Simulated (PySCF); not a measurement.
**`InChI=1S/C5H3FS3/c1-2-3-4(6)9-5(7)8-3/h1,3-4H/t3-,4-/m0/s1`**

Molfile (atoms numbered from 1):
```
C5H3FS3
     RDKit          3D

 12 12  0  0  0  0  0  0  0  0999 V2000
    2.8551    0.2757    0.1022 C   0  0  0  0  0  0  0  0  0  0  0  0
    1.7253   -0.0398   -0.1345 C   0  0  0  0  0  0  0  0  0  0  0  0
    0.3460   -0.3670   -0.3913 C   0  0  2  0  0  0  0  0  0  0  0  0
   -0.4978    1.0101   -1.3055 S   0  0  0  0  0  0  0  0  0  0  0  0
   -2.1162    0.6582   -0.7615 C   0  0  0  0  0  0  0  0  0  0  0  0
   -3.4274    1.3820   -1.3837 S   0  0  0  0  0  0  0  0  0  0  0  0
   -2.2178   -0.5671    0.5050 S   0  0  0  0  0  0  0  0  0  0  0  0
   -0.4341   -0.6077    0.8979 C   0  0  2  0  0  0  0  0  0  0  0  0
   -0.1528    0.3388    1.8345 F   0  0  0  0  0  0  0  0  0  0  0  0
    3.8534    0.5310    0.2984 H   0  0  0  0  0  0  0  0  0  0  0  0
    0.2686   -1.2533   -1.0295 H   0  0  0  0  0  0  0  0  0  0  0  0
   -0.2011   -1.5818    1.3420 H   0  0  0  0  0  0  0  0  0  0  0  0
  1  2  3  0
  2  3  1  0
  3  4  1  0
  4  5  1  0
  5  6  2  0
  5  7  1  0
  7  8  1  0
  8  9  1  0
  8  3  1  0
  1 10  1  0
  3 11  1  6
  8 12  1  1
M  END
```

Computed, not measured: PySCF, GIAO B3LYP/pcSseg-1 magnetisability, rotational g tensor and spin-rotation constants, non-relativistic, gas phase. Geometry: GFN2-xTB.

Question: How diamagnetic is it, and how anisotropic?

Answer: Isotropic -1415 × 10⁻³⁰ J/T², or -85.2 × 10⁻⁶ cm³/mol; principal values -1501, -1406, -1338 × 10⁻³⁰ J/T², anisotropy 142 × 10⁻³⁰ J/T² (root of half the summed squared differences of the principal values). The susceptibility is in cgs units.

Question: Split it along the inertial axes a, b, c into diamagnetic and paramagnetic parts about the centre of mass, with the quadrupole moment.

Answer: 
```tsv
axis	χ (10⁻⁶ cm³/mol)	diamagnetic (10⁻⁶ cm³/mol)	paramagnetic (10⁻⁶ cm³/mol)	summed x² of all electrons (Å²)	quadrupole Θ (D Å)
a	-84.1	-685.7	601.6	345.4	+2.45
b	-82.8	-1623.1	1540.3	124.5	-0.76
c	-88.7	-1993.6	1905.0	37.1	-1.69
```
Anisotropies 2χaa − χbb − χcc = +3.3 and 2χbb − χaa − χcc = +7.1 × 10⁻⁶ cm³/mol. Θ is traceless in Buckingham's convention.

Question: And the rotational g tensor?

Answer: 
```csv
axis,rotational constant (GHz),g,nuclear part,electronic part
a,1.9759,-0.0419,0.5165,-0.5584
b,0.7445,-0.0156,0.5232,-0.5387
c,0.5924,-0.0106,0.5196,-0.5302
```
Asymmetric top; isotopes 12C, 19F, 1H, 32S; no vibrational averaging.
